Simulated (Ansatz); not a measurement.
`[Ag][S]CCCCc1ccc(/N=N/c2ccccc2)cc1`. The state is a triplet with charge 0. Geometry r2SCAN-D4/def2-SVP, that of the neutral singlet; atoms count from 1.

```xyz
37

Ag   -3.504    4.131    3.722
S    -2.629    5.241    1.875
C    -0.828    4.994    2.096
C    -0.397    3.561    2.383
C     1.119    3.392    2.439
C     1.563    1.977    2.844
C     1.115    0.911    1.878
C     0.023    0.077    2.163
C    -0.402   -0.883    1.245
C     0.259   -1.027    0.015
N    -0.242   -2.028   -0.837
N     0.371   -2.152   -1.931
C    -0.129   -3.156   -2.783
C     0.535   -3.295   -4.013
C     0.121   -4.262   -4.930
C    -0.961   -5.093   -4.624
C    -1.626   -4.956   -3.396
C    -1.219   -3.995   -2.475
C     1.356   -0.194   -0.286
C     1.768    0.758    0.637
H    -0.390    5.328    1.137
H    -0.445    5.677    2.873
H    -0.832    2.892    1.620
H    -0.842    3.249    3.352
H     1.548    4.115    3.156
H     1.553    3.642    1.453
H     2.664    1.959    2.922
H     1.170    1.749    3.850
H    -0.497    0.183    3.121
H    -1.248   -1.542    1.453
H     1.377   -2.628   -4.217
H     0.642   -4.368   -5.886
H    -1.288   -5.852   -5.340
H    -2.471   -5.611   -3.160
H    -1.719   -3.868   -1.513
H     1.862   -0.324   -1.244
H     2.624    1.401    0.404
```

In the def2 sets Ag takes a core potential; there is no spin–orbit coupling. Single mean-field runs in def2-TZVP are fitted with def2-universal-jkfit. At PBE0-D4/def2-TZVP a singlet of charge 0 lies 1.86 eV below the triplet at the same geometry.

(1) Estimate the Mulliken populations of the heavy atoms from the PBE0/def2-TZVP orbitals of Ansatz.

(2) Where does the spin sit?

(3) And the Mayer bond orders between heavy atoms (over 0.3)?

Answers

(1) 
```csv
atom,charge (e),spin (α − β),d electrons
Ag1,0.26,0.00,9.90
S2,-0.36,0.00,–
C3,-0.14,0.00,–
C4,-0.24,0.00,–
C5,-0.18,0.00,–
C6,-0.22,-0.01,–
C7,0.18,0.13,–
C8,-0.18,-0.07,–
C9,-0.22,0.11,–
C10,0.22,-0.04,–
N11,-0.05,0.78,–
N12,-0.05,0.77,–
C13,0.22,-0.04,–
C14,-0.23,0.11,–
C15,-0.10,-0.07,–
C16,-0.13,0.13,–
C17,-0.11,-0.07,–
C18,-0.21,0.16,–
C19,-0.20,0.16,–
C20,-0.21,-0.07,–
```
Mulliken values depend strongly on the basis.

(2) Summed by element: Ag 0.00, S 0.00, C 0.45, N 1.55, H 0.00, of 2 unpaired in all. Largest on single atoms: N11 0.78, N12 0.77, C19 0.16.

(3) Ag1–S2 1.12 (2.33 Å); S2–C3 1.04 (1.83 Å); C3–C4 0.98 (1.52 Å); C4–C5 1.02 (1.53 Å); C5–C6 1.00 (1.54 Å); C6–C7 0.90 (1.51 Å); C7–C8 1.36 (1.40 Å); C7–C20 1.34 (1.41 Å); C8–C9 1.44 (1.39 Å); C9–C10 1.35 (1.40 Å); C10–N11 1.10 (1.41 Å); C10–C19 1.33 (1.41 Å); N11–N12 1.55 (1.26 Å); N12–C13 1.11 (1.41 Å); C13–C14 1.36 (1.41 Å); C13–C18 1.34 (1.41 Å); C14–C15 1.45 (1.40 Å); C15–C16 1.40 (1.40 Å); C16–C17 1.41 (1.40 Å); C17–C18 1.44 (1.39 Å); C19–C20 1.45 (1.39 Å).
